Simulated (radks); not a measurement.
Question: The mean radii <r> (bohr) of the occupied orbitals of an atom or ion are listed with their occupations. Method: non-relativistic Kohn-Sham, LDA (Slater exchange, Perdew-Wang correlation), spin-unpolarised, spherical densities, point nucleus; computed with a radial shooting solver on a logarithmic mesh with Libxc functionals.

| orbital | occ. | <r> |
|---|---|---|
| 1s | 2 | 0.02166 |
| 2s | 2 | 0.09158 |
| 2p | 6 | 0.07750 |
| 3s | 2 | 0.2296 |
| 3p | 6 | 0.2190 |
| 3d | 10 | 0.1918 |
| 4s | 1 | 0.4477 |

Name the element and its charge.

Answer: Z = 70, ytterbium, charge +41: Yb41+ in [Ar] 3d10 4s1. The 1s radius gives Z: for a bare nucleus <r> = 1.5/Z, 0.02143 bohr for Z = 70, and screening makes it slightly larger (0.02166 here). The occupations add up to 29, and the charge is Z minus that.
